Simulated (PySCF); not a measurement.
**A small calculation by hand: oscillator strength and radiative lifetime**

C2H6F2Si, SMILES F[SiH2][C@H](F)C.

Coordinates come from a ωB97X-D3(BJ)/def2-SVP optimisation. The structure was generated by enumeration; whether it is a known compound was not checked. The values are those of a single conformer.

TDA-M06-2X/def2-SVPD run with PySCF 2.14.0 puts the first singlet state with f over 0.02 at 9.08 eV (vertical), with the transition dipole (0.709, -0.183, 0.715) in atomic units.

Problem. Find the oscillator strength, the wavelength and the radiative lifetime that this transition would have in vacuum if emission retraced absorption.

Solution. 
|μ|² = 1.0474 au, so |μ| = 2.60 D. ΔE = 9.08/27.211 = 0.3337 hartree. f = (2/3) ΔE |μ|² = 0.233 (the program prints 0.233).
λ = 1239.84/9.08 = 137 nm; ν = 73235 cm⁻¹.
Einstein's coefficient A = 0.6670 ν² f s⁻¹ (ν in cm⁻¹) = 8.3e8 s⁻¹, so τ = 1/A = 1.2 ns. This state is S5; the lower singlets have f = 0.001, 0.018, 0.003, 0.013. The figure is the radiative limit of this one transition; relaxation, internal conversion, crossing to triplets and a medium change what is measured.
